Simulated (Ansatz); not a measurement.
Consider the ligand exchange at the Sb–C bond: `[CH3][SbH2]` + NH₃ → `[NH2][SbH2]` + CH₄.

Isolated molecules relaxed with PBE0-D4/def2-TZVP in Ansatz; ΔE leaves out vibrations. CBS: MP2 limit from def2 TZ/QZ plus the TZ coupled-cluster correction, frozen cores. This one scheme is used for every species. Functionals use def2-TZVPP. B3LYP here is the variant with VWN-RPA as its local correlation; programs differ in this. HSE06 is defined as in plane-wave codes. def2 core potentials past Kr. For Sb outer-core shells are correlated without core-valence functions, which leaves a few kJ/mol of doubt a bond.

| level | ΔE (kcal/mol) |
| --- | --- |
| LDA (SPW92) | -1.0 |
| HSE06-D4 | -1.0 |
| BHLYP-D4 | -2.1 |
| PBE0 | -1.1 |
| B3LYP | -2.5 |
| CCSD(T)/def2-TZVPP | -0.8 |
| HF/def2-QZVPP | -2.7 |
| MP2/def2-QZVPP | -0.8 |

Problem. What does CCSD(T)/CBS give? (Best estimate.)

Solution. Computed: -0.8 kcal/mol. The listed levels differ from it by -0.2, -0.2, -1.3, -0.3, -1.7, 0.0, -1.9, 0.0 kcal/mol.

Largest T1 diagnostic among the species: 0.013.

In def2-TZVPP, CCSD(T) changes the Hartree–Fock value by +1.7 kcal/mol (the triples alone add +0.0 kcal/mol) and MP2 by +1.8 kcal/mol. From BLYP to BHLYP (50 % exact exchange), in def2-TZVPP and without D4, ΔE moves by +0.7 kcal/mol.
